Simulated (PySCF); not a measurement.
SMILES C[OH+]CC(C)O (charge +1) at its GFN2-xTB optimised geometry (Å):

```
17

C     -0.3366    -2.3518    -3.3474
O     -0.4990    -2.1452    -1.9274
C      0.5619    -1.4125    -1.2740
C      0.1009     0.0718    -1.2250
C      0.6208     0.7944     0.0000
O     -1.3260     0.0120    -1.2783
H     -0.1833    -1.4146    -3.8816
H     -1.2422    -2.8386    -3.7058
H      0.5113    -3.0172    -3.5037
H     -1.2643    -1.4167    -1.7583
H      0.6435    -1.8278    -0.2654
H      1.5077    -1.5430    -1.7964
H      0.4138     0.5925    -2.1365
H      0.2834     1.8278     0.0000
H      0.2758     0.3095     0.9117
H      1.7067     0.7944     0.0000
H     -1.7067     0.2064    -0.4104
```

Calculation: B3LYP/def2-SVP in PySCF. Cells within 0.4 Å of a nucleus heavier than hydrogen are left out (blank, or x).

Map of the electrostatic potential (hartree/e), clipped to [0.08, 0.31] on the plane z = 0.0 Å:

```
|000000000011111110000000000|
|000000011111111111110000000|
|000001111111122111111000000|
|000011111122222221111110000|
|001111112223344332211111000|
|011111222233589743221111100|
|111122223334899963322211110|
|111222333345999995433221110|
|112233444445999999765322111|
|122334566656999999999532211|
|12234679987799xxx9999732211|
|12345799998899xxx9999742211|
|223459999998999999999532211|
|223458999998999999765432211|
|223457999988889987554332211|
|223345788777777776544332211|
|222344566666777776544332211|
|122334455566679997544332211|
|122333445556699999644322211|
|122233444555699999643322211|
|112223344445689998543322111|
|112222333444568986433222111|
|111222233333445554332221111|
|111122222333334433322221111|
|111112222222333333222211110|
|011111122222222222222111110|
|001111111222222222211111100|
```
Scale: ten equal steps from 0.080 (start of '0') to 0.310 (end of '9'), in the order '0123456789'; x runs from -4.00 to 4.00, y from -4.00 (bottom) to 4.00 (top).
